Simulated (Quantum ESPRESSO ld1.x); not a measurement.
The numbers below are computed, except where a source is named.
Q: Ru1.5+, configuration [Kr] 4d6.5 (fractional occupations, a model configuration). Level of theory: Dirac Kohn-Sham, relativistic LDA (MacDonald-Vosko exchange, VWN5 correlation), spin-unpolarised, spherical densities, point nucleus; open shells are shared between the two j in proportion to 2j + 1 (ld1.x of Quantum ESPRESSO 7.5). Some entries of the table are withheld. Estimate them.

| orbital | occ. | eigenvalue (hartree) | r(max) (bohr) |
|---|---|---|---|
| 1s1/2 | 2 | (1) | (2) |
| 2s1/2 | 2 | -115.8467 | 0.123 |
| 2p1/2 | 2 | -107.2494 | 0.096 |
| 2p3/2 | 4 | -102.4787 | 0.100 |
| 3s1/2 | 2 | -20.8000 | 0.362 |
| 3p1/2 | 2 | -17.4407 | 0.351 |
| 3p3/2 | 4 | -16.6302 | 0.359 |
| 3d3/2 | 4 | (3) | 0.299 |
| 3d5/2 | 6 | (4) | 0.301 |
| 4s1/2 | 2 | -3.2970 | 0.916 |
| 4p1/2 | 2 | (5) | 0.968 |
| 4p3/2 | 4 | (6) | 0.992 |
| 4d3/2 | 2.6 | -0.6831 | 1.20 |
| 4d5/2 | 3.9 | -0.6700 | 1.21 |

A: 
(1) 1s1/2 eigenvalue (hartree): -801.8571
(2) 1s1/2 r(max) (bohr): 0.022
(3) 3d3/2 eigenvalue (hartree): -10.6349
(4) 3d5/2 eigenvalue (hartree): -10.4763
(5) 4p1/2 eigenvalue (hartree): -2.2894
(6) 4p3/2 eigenvalue (hartree): -2.1633
